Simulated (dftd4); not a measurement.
dimethylacetylene (C$_{4}$H$_{6}$), singlet, at a GFN2-xTB geometry; D4 for bp86 (dftd4).

The dftd4 input:
```
$ dftd4 mol.xyz --func bp86 --charge 0 --json dftd4.json --noedisp --grad

# file mol.xyz
10

C      0.00350171     0.00681221     2.04717461
C      0.00102454     0.00199315     0.59897157
C     -0.00102454    -0.00199315    -0.59897157
C     -0.00350171    -0.00681221    -2.04717461
H     -0.01660974     1.03166869     2.41791685
H     -0.87195983    -0.52171478     2.42454899
H      0.90099445    -0.48578258     2.42139677
H     -0.02489300     1.01555447    -2.42465823
H      0.89271120    -0.50189680    -2.42117830
H     -0.88024308    -0.53782899    -2.41802609
```

Problem. Write the output that dftd4 gives for this input, abridged.

Solution. 
```
                    ____  _____ _____     ____  _  _
      -------------|  _ \|  ___|_   _|---|  _ \| || |------------
     |             | | | | |_    | | ___ | | | | || |_           |
     |             | |_| |  _|   | ||___|| |_| |__   _|          |
     |             |____/|_|     |_|     |____/   |_|            |
     |             ===================================           |
     |            E. Caldeweyher, S. Ehlert & S. Grimme          |
     |          Mulliken Center for Theoretical Chemistry        |
     |                    University of Bonn                     |
      -----------------------------------------------------------

Rational (Becke-Johnson) damping: bp86-D4-ATM
---------------------
  s6         1.0000
  s8         3.3550
  s9         1.0000
  a1         0.4365
  a2         4.9241
 alp        16.0000
--------------------

Dispersion energy:      -6.4507681080220E-03 Eh

Gradient norm:           4.7179139662768E-04 Eh/a0
--------------------------------------------------
     #    Z           dE/dx      dE/dy      dE/dz
--------------------------------------------------
     1    6 C     4.792E-07  9.322E-07  2.801E-04
     2    6 C     2.688E-07  5.230E-07  1.572E-04
     3    6 C    -2.688E-07 -5.230E-07 -1.572E-04
     4    6 C    -4.792E-07 -9.322E-07 -2.801E-04
     5    1 H     1.200E-08  3.956E-06  5.185E-05
     6    1 H    -3.150E-06 -1.786E-06  5.187E-05
     7    1 H     3.404E-06 -1.653E-06  5.186E-05
     8    1 H    -1.654E-07  3.611E-06 -5.187E-05
     9    1 H     3.226E-06 -1.998E-06 -5.186E-05
    10    1 H    -3.327E-06 -2.131E-06 -5.185E-05
--------------------------------------------------

Virial:
--------------------------------------------------
      component           x          y          z
--------------------------------------------------
          x       2.198E-05  2.234E-08  6.714E-06
          y       2.234E-08  2.201E-05  1.306E-05
          z       6.714E-06  1.306E-05  3.947E-03
--------------------------------------------------

[Info] Dispersion results written to 'dftd4.txt'
[Info] JSON dump of results written to 'dftd4.json'
```
